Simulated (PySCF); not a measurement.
C3HF6 (doublet state).
Structure used (GFN2-xTB), in Å, numbered top down from 1:
```xyz
10
C3HF6 angstrom
F      1.2140    1.6624   -0.1933
C      1.3815    0.3507   -0.2115
C      0.2560   -0.5299    0.1623
F      0.2938   -1.6663   -0.5763
F      0.3341   -0.9600    1.4637
C     -1.1415    0.1361   -0.0151
F     -1.2994    1.1476    0.8334
F     -1.2793    0.6119   -1.2529
F     -2.1188   -0.7354    0.1979
H      2.3685   -0.0127   -0.4306
```

The geometry is computed with GFN2-xTB (gas phase). This method treats the open shell by occupation alone, without spin polarisation.

Masses are those of the commonest isotopes; rigid-rotor values at the optimised geometry. The values belong to one conformer with, in the numbering `[F:1][CH:2][C:3]([F:4])([F:5])[C:6]([F:7])([F:8])[F:9]`, F1–C2–C3–F4 146°.

(1) What are A, B and C (MHz)?

(2) Classify the top.

(3) Is it planar, by Δ = Ic − Ia − Ib?

(4) List the rotational levels J(Ka,Kc) to J = 4 (MHz).

(5) Estimate the classical rotational partition function at 25 K, 100 K and 298.15 K.

Answers

(1) Ia = 259.16, Ib = 303.38, Ic = 384.66 u·Å²; 505379 MHz·u·Å²/I gives A = 1950, B = 1666, C = 1314 MHz.

(2) An asymmetric top: κ = (2 × 1666 − 1950 − 1314)/(1950 − 1314) = 0.11.

(3) Not planar: Δ = Ic − Ia − Ib = -177.88 u·Å². For a rigid frame Δ = −2 Σ m c², so Σ m c² = 88.94 u·Å² lies off the ab plane: 0.33 from hydrogen and 88.61 from heavier atoms. The atom farthest from that plane is 1.17 Å away.

(4) Above 0(0,0):
J = 1: 1(0,1) 2980, 1(1,1) 3264, 1(1,0) 3616
J = 2: 2(0,2) 8755, 2(1,2) 8871, 2(1,1) 9927, 2(2,1) 10780, 2(2,0) 10963
J = 3: 3(0,3) 17153, 3(1,3) 17186, 3(1,2) 19228, 3(2,2) 19719, 3(2,1) 20443, 3(3,1) 22116, 3(3,0) 22186
J = 4: 4(0,4) 28151, 4(1,4) 28159, 4(1,3) 31282, 4(2,3) 31485, 4(2,2) 33107, 4(3,2) 34276, 4(3,1) 34673, 4(4,1) 37313, 4(4,0) 37335
The levels of one J sum to (2J + 1)J(J + 1)(A + B + C)/3.

(5) Point group C1, symmetry number σ = 1; q = (√π/σ)·√((kT/h)³/(ABC)), k/h = 20836.6 MHz/K: 10200 at 25 K, 81600 at 100 K, 420000 at 298.15 K.

For this open shell read J as N, the rotation without spin; fine and hyperfine splittings come on top. Stationary, but not proved a minimum. No vibrational averaging or centrifugal distortion is included, and the geometry carries the error of its method.
